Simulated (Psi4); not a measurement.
N2O, charge -1, doublet, at a GFN2-xTB geometry (a state made from the parent by changing its charge; the spin is typed, not shown lowest) (a gas-phase anion, which may not be bound at this level); BLYP/def2-SV(P) (Psi4).

Here is a job for Psi4.
```
memory 2 GB

molecule mol {
-1 2
  N    -1.180458    0.149650   -0.080204
  N    -0.088954   -0.306126    0.078258
  O     1.110735    0.136916    0.001703
}

set basis def2-sv(p)
set reference uks
set diis_max_vecs 15

energy('blyp')
print_variables()
```

It wrote (shortened):

```
   => Loading Basis Set <=

    Name: DEF2-SV(P)
    Role: ORBITAL
    Keyword: BASIS

         ---------------------------------------------------------
                                   SCF
               by Justin Turney, Rob Parrish, Andy Simmonett
                          and Daniel G. A. Smith
                              UKS Reference
         ---------------------------------------------------------

  ==> Geometry <==

    Molecular point group: cs
    Full point group: Cs

    Geometry (in Angstrom), charge = -1, multiplicity = 2:

       Center              X                  Y                   Z               Mass
    ------------   -----------------  -----------------  -----------------  -----------------
         N            0.165249686776     1.180888066892     0.000000000000    14.003074004430
         N           -0.315930924224     0.088785430125     0.000000000000    14.003074004430
         O            0.131916960437    -1.111561540844     0.000000000000    15.994914619570

  Running in cs symmetry.

  Rotational constants: A =      8.18963  B =      0.42785  C =      0.40661 [cm^-1]
  Rotational constants: A = 245518.86915  B =  12826.73318  C =  12189.89213 [MHz]
  Nuclear repulsion =   57.783139399665089

  Charge       = -1
  Multiplicity = 2
  Electrons    = 23
  Nalpha       = 12
  Nbeta        = 11

  ==> Algorithm <==

  SCF Algorithm Type is DF.
  DIIS enabled.
  MOM disabled.
  Fractional occupation disabled.
  Guess Type is SAD.
  Energy threshold   = 1.00e-06
  Density threshold  = 1.00e-06
  Integral threshold = 1.00e-12

  ==> Primary Basis <==

  Basis Set: DEF2-SV(P)
    Blend: DEF2-SV(P)
    Number of shells: 18
    Number of basis functions: 42
    Number of Cartesian functions: 45
    Spherical Harmonics?: true
    Max angular momentum: 2

  ==> DFT Potential <==

   => LibXC <=

    Version 7.1.2
    S. Lehtola, C. Steigemann, M. J. T. Oliveira, and M. A. L. Marques,  SoftwareX 7, 1–5 (2018) (10.1016/j.softx.2017.11.002)

   => Composite Functional: BLYP <=

    BLYP GGA Exchange-Correlation Functional

    P.J. Stephens et. al., J. Phys. Chem., 98, 11623-11627, 1994
    B. Miehlich et. al., Chem. Phys. Lett., 157(3), 200-206 1989

    Deriv               =              1
    GGA                 =           TRUE
    Meta                =          FALSE

    Exchange Hybrid     =          FALSE
    MP2 Hybrid          =          FALSE

   => Exchange Functionals <=

    1.0000     XC_GGA_X_B88

   => Correlation Functionals <=

    1.0000     XC_GGA_C_LYP

   => LibXC Density Thresholds  <==

    XC_GGA_C_LYP:  1.00E-14
    XC_GGA_X_B88:  1.00E-15

   => Molecular Quadrature <=

    Radial Scheme          =       TREUTLER
    Pruning Scheme         =           NONE
    Nuclear Scheme         =       TREUTLER

    Blocking Scheme        =         OCTREE
    BS radius alpha        =              1
    Pruning alpha          =              1
    Radial Points          =             75
    Spherical Points       =            302
    Total Points           =          63190
    Total Blocks           =            544
    Max Points             =            251
    Max Functions          =             42
    Weights Tolerance      =       1.00E-15

   => Loading Basis Set <=

    Name: (DEF2-SV(P) AUX)
    Role: JKFIT
    Keyword: DF_BASIS_SCF

  ==> Integral Setup <==

  SCF_SUBTYPE=INCORE selected. In-core MEM_DF algorithm will be used.
  Using in-core AOs.

  ==> MemDFJK: Density-Fitted J/K Matrices <==

    J tasked:                   Yes
    K tasked:                    No
    wK tasked:                   No
    Algorithm:                 Core
    Schwarz Cutoff:           1E-12
    Mask sparsity (%):       0.1134
    Fitting Condition:        1E-10

   => Auxiliary Basis Set <=

  Basis Set: (DEF2-SV(P) AUX)
    Blend: DEF2-UNIVERSAL-JKFIT
    Number of shells: 75
    Number of basis functions: 231
    Number of Cartesian functions: 279
    Spherical Harmonics?: true
[...]
  SCF Guess: Superposition of Atomic Densities via on-the-fly atomic UHF (no occupation information).

   -------------------------
    Irrep   Nso     Nmo
   -------------------------
     A'        30      30
     A"        12      12
   -------------------------
    Total      42      42
   -------------------------

  ==> Iterations <==

                           Total Energy        Delta E     RMS |[F,P]|

   @DF-UKS iter SAD:  -184.10656134852769   -1.84107e+02   0.00000e+00
   @DF-UKS iter   1:  -184.26648732199732   -1.59926e-01   2.09056e-02 ADIIS/DIIS
   @DF-UKS iter   2:  -184.12583089865979    1.40656e-01   2.76887e-02 ADIIS/DIIS
   @DF-UKS iter   3:  -184.40022521523093   -2.74394e-01   1.20620e-02 ADIIS/DIIS
   @DF-UKS iter   4:  -184.44586545019007   -4.56402e-02   7.16438e-03 ADIIS/DIIS
   @DF-UKS iter   5:  -184.46703013331640   -2.11647e-02   2.35164e-03 ADIIS/DIIS
   @DF-UKS iter   6:  -184.46955976390075   -2.52963e-03   2.78918e-04 ADIIS/DIIS
   @DF-UKS iter   7:  -184.46960033575763   -4.05719e-05   1.91764e-05 DIIS
   @DF-UKS iter   8:  -184.46960060010551   -2.64348e-07   7.12151e-06 DIIS
   @DF-UKS iter   9:  -184.46960064228824   -4.21827e-08   3.61511e-06 DIIS
   @DF-UKS iter  10:  -184.46960065350623   -1.12180e-08   4.07530e-07 DIIS
  Energy and wave function converged.

  ==> Post-Iterations <==

   Electrons on quadrature grid:
      Nalpha   =   11.9999994236 ; deviation = -5.764e-07
      Nbeta    =   10.9999995008 ; deviation = -4.992e-07
      Ntotal   =   22.9999989244 ; deviation = -1.076e-06

   @Spin Contamination Metric:   1.689383438E-03
   @S^2 Expected:                7.500000000E-01
   @S^2 Observed:                7.516893834E-01
   @S   Expected:                5.000000000E-01
   @S   Observed:                5.000000000E-01

    Orbital Energies [Eh]
    ---------------------

    Alpha Occupied:

[...]
    Alpha Virtual:

[...]
    Beta Occupied:

[...]
    Beta Virtual:

[...]
      30Ap     3.923061

    Final Occupation by Irrep:
             Ap   App
    DOCC [     9,    2 ]
    SOCC [     1,    0 ]
    NA   [    10,    2 ]
    NB   [     9,    2 ]

  @DF-UKS Final Energy:  -184.46960065350623

   => Energetics <=

    Nuclear Repulsion Energy =             57.7831393996650888
    One-Electron Energy =                -373.1726382770028181
    Two-Electron Energy =                 153.5062235821670811
    DFT Exchange-Correlation Energy =     -22.5863253583356105
    Empirical Dispersion Energy =           0.0000000000000000
    VV10 Nonlocal Energy =                  0.0000000000000000
    Total Energy =                       -184.4696006535062338

  UHF NO Occupations:
  HONO-2 :    8 Ap 1.9998313
  HONO-1 :    9 Ap 1.9995527
  HONO-0 :   10 Ap 1.0000000
  LUNO+0 :   11 Ap 0.0004473
  LUNO+1 :   12 Ap 0.0001687
  LUNO+2 :   13 Ap 0.0001049
  LUNO+3 :    3App 0.0000793

Computation Completed

Properties will be evaluated at   0.000000,   0.000000,   0.000000 [a0]

Properties computed using the SCF density matrix

 Multipole Moments:

 ------------------------------------------------------------------------------------
     Multipole            Electronic (a.u.)      Nuclear  (a.u.)        Total (a.u.)
 ------------------------------------------------------------------------------------

 L = 1.  Multiply by 2.5417464519 to convert [e a0] to [Debye]
 Dipole X            :         -0.1419443            0.0010715           -0.1408728
 Dipole Y            :         -0.2081569           -0.0090288           -0.2171857
 Dipole Z            :          0.0000000            0.0000000            0.0000000
 Magnitude           :                                                    0.2588721

 ------------------------------------------------------------------------------------

  Variable Map:
  ----------------------------------------------------------------------------
[...]
  Array Variable Map:
  ----------------------------------------------------------------------------
[...]
[...]
```
